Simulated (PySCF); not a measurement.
**H₄InN₂, SMILES `[NH2][In][NH2]` (charge 0, multiplicity 2)**

All values below come from CAM-B3LYP-D3(BJ)/def2-TZVP (PySCF).

```json
{
  "highest_occupied_spin_orbital": "-6.82 eV",
  "dipole_moment": "0.178 e·Å",
  "total_energy": "-302.0127 Ha",
  "cost": "very roughly 90 core-seconds"
}
```

```xyz
7

N      1.6520    -0.4203     0.0160
In     0.0987     0.7114     0.7608
N     -1.6669     0.3102    -0.2242
H      1.6978    -0.4561    -0.9956
H      2.5766    -0.2126     0.3673
H     -2.5027     0.7433     0.1439
H     -1.8555    -0.6759    -0.3618
```
Charge 0, spin multiplicity 2.
